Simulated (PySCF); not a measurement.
Ionisation energy of Zr²³⁺ by level of theory

Zr²³⁺ [Ne] 3s2 3p5 [3p1/2^2 3p3/2^3, M_J = 3/2] → Zr²⁴⁺ [Ne] 3s2 3p4 [3p1/2^2 3p3/2^2, M_J = 2], as a difference of total energies. Computed with PySCF 2.14 in an uncontracted even-tempered set (19 s from 3 bohr⁻², ratio 2.4; 14 p from 3.8 bohr⁻², ratio 2.4; 5 d from 17 bohr⁻², ratio 2.6; 4 f from 25 bohr⁻², ratio 2.6), with the two-component X2C-1e Hamiltonian. Correlated levels: 1s2 frozen; the 56 highest virtual spinors dropped. "Screened" scales the spin-orbit matrix elements by Boettger's factors to mimic the two-electron term; Breit and QED terms are absent.

| method | ionisation energy (eV) |
| --- | --- |
| GHF (spin-free) | 1150.5 |
| GMP2 (spin-free) | 1151.4 |
| GHF (screened spin-orbit) | 1146.0 |
| GMP2 (screened spin-orbit) | 1147.0 |

Breit and QED terms and the two-electron picture change are absent.

The spin-free rows relax to the high-spin LS determinant and lack the spin-orbit shift.

The labels give the starting determinants; with spin-orbit coupling the two ends relaxed to ⟨J²⟩ = 3.75, ⟨L²⟩ = 2.00, ⟨S²⟩ = 0.75 and ⟨J²⟩ = 6.00, ⟨L²⟩ = 2.80, ⟨S²⟩ = 1.61.

For comparison: 1144.7 ± 1.2 eV (semi-empirical (NIST evaluation); NIST Atomic Spectra Database, ionization energies).
